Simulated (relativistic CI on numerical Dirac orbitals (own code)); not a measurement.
**Sensitivity of the levels of Te23+ to α and to the nuclear radius**

These numbers are calculated, not measured: Dirac-Coulomb-Breit CI, orbitals from a KLI potential per configuration, derivatives by finite differences, unscaled Slater integrals, QED left out (own radial code, finite nucleus).

Configuration list (outside the closed core [Ar] 3d10): 4s, 4p, 4d, 4f, 5s, 5p, 5d, 5f. Levels of other configurations are missing.

With x = (α/α₀)² − 1 an excitation energy changes as ω = ω₀ + qx; K = 2q/ω₀ is the relative enhancement. Terms are leading LS components, so labels can repeat. The field-shift factor is F = δν/δ⟨r²⟩ for the transition from the lowest level.

Lowest level 4s 2S_1/2.

| Level | ω₀ (cm⁻¹) | q (cm⁻¹) | K | F (GHz/fm²) |
| --- | --- | --- | --- | --- |
| 4p 2P°_1/2 | 397004 | 28380 | 0.143 | -165 |
| 4p 2P°_3/2 | 514933 | 156900 | 0.609 | -168 |
| 4d 2D_3/2 | 1156963 | 167400 | 0.289 | -167 |
| 4d 2D_5/2 | 1179784 | 190400 | 0.323 | -166 |
| 4f 2F°_5/2 | 1858598 | 185400 | 0.2 | -162 |
| 4f 2F°_7/2 | 1861289 | 188000 | 0.202 | -162 |
| 5s 2S_1/2 | 2523692 | 100800 | 0.0799 | -90 |
| 5p 2P°_1/2 | 2707570 | 112100 | 0.0828 | -162 |
| 5p 2P°_3/2 | 2760260 | 169300 | 0.123 | -164 |
| 5d 2D_3/2 | 3054500 | 174000 | 0.114 | -163 |
| 5d 2D_5/2 | 3065132 | 184700 | 0.121 | -163 |
| 5f 2F°_5/2 | 3360766 | 183000 | 0.109 | -161 |
| 5f 2F°_7/2 | 3362638 | 184800 | 0.11 | -161 |

At this charge energies of transitions that change n are usually good to better than 1 %, and those within a shell (Δn = 0) to a few per cent.
